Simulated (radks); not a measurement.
Values are calculated unless marked as measured or tabulated.
Ionisation of neutral antimony, [Kr] 4d10 5s2 5p3, to Sb+, [Kr] 4d10 5s2 5p2, under several functionals. Dirac Kohn-Sham, spin-unpolarised, spherical densities, point nucleus; open shells fill j = l - 1/2 first; a radial shooting solver on a logarithmic mesh with Libxc functionals.

functional,E(Sb) (hartree),Exc (hartree),IE (eV),-e(HOMO) (eV),<r> HOMO (bohr),IE error (eV)
HCTH/407,-6487.61488,-174.91442,8.061,4.616,2.993,-0.548
PW91,-6484.45560,-171.56210,8.016,4.562,2.979,-0.593
B86b exchange with PBE correlation,-6484.24895,-171.35082,7.979,4.531,2.978,-0.630
BP86,-6484.67693,-171.78166,8.101,4.644,2.970,-0.508

NIST Atomic Spectra Database: 8.608 eV (measured). Closest: BP86. The Delta-SCF values span 0.12 eV, the total energies 3.37 hartree. The highest occupied level is 5p3/2. Spin polarisation and multiplet splitting are left out, so open shells lie too high by an amount that depends on their filling.

Beside tabulated values, note that spin-unpolarised runs miss the spin-polarisation part of the exchange energy of open shells.
